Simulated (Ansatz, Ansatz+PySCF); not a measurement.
```yaml
atoms:
  - { symbol: Mg, position_ang: [0.0000, 0.0000, 0.0000] }
  - { symbol: F, position_ang: [0.0000, 0.0000, 1.9250] }
```

Basis set: def2-SVP (spherical functions). Left uncorrelated: 2 orbitals. Charge 0, multiplicity 2.

Computed with Ansatz (development build ahead of 0.2.0); each method stands on the lowest determinant of its kind that the runs found.

The atomization energy at this shape (free ground-state atoms in the same class of orbitals less the molecule, no zero-point energy) of doublet MgF:

```json
{"method": "UHF-MP2", "atomization energy": "4.56 eV"}
{"method": "ROHF", "atomization energy": "3.28 eV"}
{"method": "UHF", "atomization energy": "3.19 eV"}
```

Task: What does UHF-CCSD(T) give?

Result: 4.01 eV. Caution: the shape is not the minimum.
